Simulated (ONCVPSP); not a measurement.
**Varying the ONCV potential for Ga**

Base potential:

```json
{"Element": "Ga (Z = 31)", "Generator": "ONCVPSP 4.0.1", "Type": "optimised norm-conserving Vanderbilt (ONCV)", "Functional": "PBE", "Relativity": "scalar-relativistic", "Frozen core": "[Ne]", "Valence charge": "21", "Reference configuration": "3s2 3p6 3d10 4s2 4p1", "Partial waves": "3s+4s: rc 1.25 bohr, ncon 4, nbas 7, qcut 10.1 1/bohr, 2 projectors; 3p+4p: rc 1.20 bohr, ncon 4, nbas 9, qcut 14.6 1/bohr, 2 projectors; 3d: rc 1.25 bohr, ncon 3, nbas 8, qcut 11.4 1/bohr, 2 projectors, debl 2.7 Ha", "Local potential": "polynomial inside 0.80 bohr (lpopt 5, dvloc0 6 Ha)", "Core correction": "Teter function, fcfact 3.5, rcfact 1.25"}
```

All-electron outer shells of the reference configuration (PBE, scalar-relativistic, ld1.x):

```
shell  level (eV)  outermost node (bohr)  outermost maximum (bohr)
   2s    -1262.33                   0.07                      0.18
   2p    -1098.84                      –                      0.15
   3s     -148.13                   0.27                      0.56
   3p      -98.86                   0.24                      0.56
   3d      -19.15                      –                      0.53
   4s       -8.95                   0.81                      1.90
   4p       -2.58                   0.87                      2.53
```

Cutoffs, loose and tight: the cutoffs (Ha) at which the residual kinetic energy of the hardest occupied pseudo-wave falls to 1 and 0.1 mHa per electron. They do not see the model core or the augmentation charge, which bear on the density cutoff. Test errors are all-electron minus pseudo excitation energies from the reference, over the configurations 3s2 3p6 3d10 4s2 4p0; 3s2 3p6 3d10 4s1 4p0; 3s2 3p6 3d10 4s0 4p0; 3s2 3p6 3d9 4s2 4p2. A dash means not determined; rows that change the core or the reference have their own tests. The largest error is taken over the tests solved by every variant that gives reliable tests at all: 3s2 3p6 3d10 4s1 4p0; 3s2 3p6 3d10 4s2 4p0; 3s2 3p6 3d9 4s2 4p2.

| change | outcome | cutoff, loose | cutoff, tight | bound ghosts | GHOST(+) flags above zero | largest test error (meV) |
| --- | --- | --- | --- | --- | --- | --- |
| base | generated | 58 Ha | 69 Ha | none | none | +132 |
| s: rc 0.96 | generated | 58 Ha | 122 Ha | none | s | +132 |
| s: rc 1.08 | generated | 58 Ha | 69 Ha | none | none | +132 |
| s: rc 1.16 | generated | 58 Ha | 69 Ha | none | none | +132 |
| s: rc 1.28 | generated | 58 Ha | 69 Ha | none | none | +132 |
| s: rc 1.36 | generated | 58 Ha | 69 Ha | none | none | +132 |
| s: rc 1.48 | generated | 58 Ha | 69 Ha | none | none | +132 |
| s: rc 1.58 | generated | 58 Ha | 69 Ha | none | none | +133 |
| s: rc 1.7 | generated | 58 Ha | 69 Ha | none | none | +133 |
| s: rc 1.82 | generated | 58 Ha | 69 Ha | none | none | +134 |

**Question.** What comes out with this change to the base: s: rc 0.9?

**Answer.** outcome: generated; cutoff, loose: 73 Ha; cutoff, tight: 149 Ha; bound ghosts: none; GHOST(+) flags above zero: none; largest test error (meV): +132.

Reading the sweep of the s radius (base included, trends over the rows without a ghost): The loose cutoff falls from 73 Ha at 0.9 to 58 Ha at 1.82 bohr. A larger radius leaves more room for a smooth pseudo-wave, so fewer plane waves are needed; a smaller one forces it to follow the all-electron wave where it bends sharply.
